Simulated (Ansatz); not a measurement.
Cost and result for the atomization energy of CH8InNSi (`C[SiH](N)[InH2]`) (12 atoms, 11 bonds).

Cartesian coordinates in Å:
```
C 0.380 1.729 0.119
Si 0.504 -0.136 -0.010
N 0.348 -0.573 -1.679
In -1.320 -1.406 1.295
H 0.500 2.051 1.156
H 1.168 2.207 -0.471
H -0.583 2.091 -0.247
H 1.830 -0.506 0.595
H 0.135 -1.528 -1.919
H 0.980 -0.174 -2.357
H -1.963 -0.854 2.809
H -1.980 -2.902 0.707
```

Charge 0, multiplicity 1. Correlated methods include outer-core shells of In, which these sets cover unevenly. In takes the def2 core potential. Geometry: relaxed with PBE0-D4/def2-TZVP. It is one conformer, not always the lowest. Program: Ansatz. All runs use 4 threads of an Arm Neoverse N1 on a shared host. Times are those of one run each, without the atoms' runs, and a repeat can differ threefold. Electronic energies, without spin–orbit coupling; frozen cores. CCSD(T)/CBS adds CCSD(T) − MP2 in def2-TZVPP to the MP2 limit, and its time is that of the two runs behind it. T1 = 0.012. With those shells the extrapolation isn't a true limit. HSE06 is the plane-wave form, built on full-range PBE exchange.

CCSD(T)/CBS is a level of theory with its own doubt, some kJ/mol a heavy atom from the limit and from the frozen cores, so smaller differences don't rank the functionals.

```csv
level,functions,wall time
LDA (SPW92)/def2-TZVPP,266,2.5 s
revPBE-D4/def2-TZVPP,266,3.9 s
PBE-D4/def2-TZVPP (with forces),266,4.8 s
BHLYP-D4/def2-TZVPP,266,6 s
HSE06-D4/def2-TZVPP,266,6.5 s
CAM-B3LYP-D4/def2-TZVPP,266,7 s
r2SCAN-D4/def2-TZVPP (with forces),266,9.5 s
r2SCANh-D4/def2-TZVPP,266,9.5 s
CCSD(T)/def2-SVP,112,12 s
ωB97X-V/def2-TZVPP,266,16 s
MP2/def2-QZVPP,506,40 s
CCSD(T)/def2-TZVPP,266,6.7 min
CCSD(T)/CBS(def2),–,7.3 min
```

Q: What atomization energy does each give, and how far from CCSD(T)/CBS? (Best estimate.)

A: Computed: 
```tsv
level	atomization (kJ/mol)	difference from CCSD(T)/CBS	per bond
LDA (SPW92)/def2-TZVPP	4189.7	460.2	41.8
revPBE-D4/def2-TZVPP	3655.4	-74.1	-6.7
PBE-D4/def2-TZVPP (with forces)	3731.7	2.2	0.2
BHLYP-D4/def2-TZVPP	3649.9	-79.6	-7.2
HSE06-D4/def2-TZVPP	3701.6	-27.9	-2.5
CAM-B3LYP-D4/def2-TZVPP	3740.9	11.4	1.0
r2SCAN-D4/def2-TZVPP (with forces)	3712.6	-16.9	-1.5
r2SCANh-D4/def2-TZVPP	3698.7	-30.8	-2.8
CCSD(T)/def2-SVP	3464.6	-264.9	-24.1
ωB97X-V/def2-TZVPP	3750.8	21.3	1.9
MP2/def2-QZVPP	3676.2	-53.3	-4.8
CCSD(T)/def2-TZVPP	3630.5	-99.0	-9.0
CCSD(T)/CBS(def2)	3729.5	0.0	0.0
```

Leaving LDA and LC-ωPBE aside and taking each functional with its dispersion term where it has one, the values spread over 100.9 kJ/mol, from BHLYP-D4 to ωB97X-V. LDA lies +482.5 kJ/mol from PBE without D4, its usual overbinding. The D4 term adds +39.6 kJ/mol with B3LYP and +21.0 kJ/mol with PBE0; it sums over pairs of atoms, weighted by their polarisabilities, and B3LYP, whose exchange is more repulsive, gets the larger term. From BLYP to BHLYP (50 % exact exchange), in def2-TZVPP and without D4, the atomization energy moves by −16.5 kJ/mol: exact exchange takes away binding that semilocal exchange gives to molecules.

B3LYP here is the variant with VWN-RPA as its local correlation; programs differ in this.

Spin–orbit coupling would lower the free In atoms strongly, and the atomization energy with them, by more than many differences here.
